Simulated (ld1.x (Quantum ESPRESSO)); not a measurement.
## An all-electron radial function and its pseudo partner (Ne)

Columns: radius, all-electron u(r) and pseudo u(r) of the 2s shell (level -36.20 eV) of neon in the configuration [He] 2s2 2p6; PBEsol, scalar-relativistic, PAW scheme, ld1.x (Quantum ESPRESSO) 7.5.

| r (bohr) | all-electron | pseudo |
| --- | --- | --- |
| 0.047 | 0.4151 | -0.1262 |
| 0.094 | 0.4722 | -0.2504 |
| 0.141 | 0.3486 | -0.3705 |
| 0.188 | 0.1449 | -0.4847 |
| 0.235 | -0.0821 | -0.5913 |
| 0.282 | -0.3018 | -0.6892 |
| 0.329 | -0.4983 | -0.7771 |
| 0.376 | -0.6650 | -0.8544 |
| 0.423 | -0.8001 | -0.9205 |
| 0.470 | -0.9047 | -0.9753 |
| 0.517 | -0.9817 | -1.0186 |
| 0.564 | -1.0343 | -1.0506 |
| 0.611 | -1.0661 | -1.0716 |
| 0.658 | -1.0806 | -1.0816 |
| 0.705 | -1.0810 | -1.0810 |
| 0.752 | -1.0699 | -1.0699 |
| 0.799 | -1.0499 | -1.0499 |
| 0.846 | -1.0230 | -1.0230 |
| 0.893 | -0.9909 | -0.9909 |
| 0.940 | -0.9551 | -0.9551 |
| 0.987 | -0.9167 | -0.9167 |
| 1.034 | -0.8766 | -0.8766 |
| 1.081 | -0.8358 | -0.8358 |
| 1.128 | -0.7947 | -0.7947 |
| 1.175 | -0.7539 | -0.7539 |
| 1.222 | -0.7137 | -0.7137 |

How many radial nodes do the two functions have?

The all-electron 2s function has n − l − 1 = 1; the pseudo-wave has 0, since the states of the same l below it are removed with the core.

At about which radius was the pseudo-wave matched?

0.72 bohr, where the columns begin to agree (steps of 0.05 bohr).

Where does each function peak?

Outermost all-electron maximum near 0.70 bohr, pseudo maximum near 0.66 bohr (to the table’s step).

Is the pseudo-wave norm-conserving?

No, it belongs to a PAW set: the norm inside the radius is not constrained, and the difference is carried by the augmentation charge.
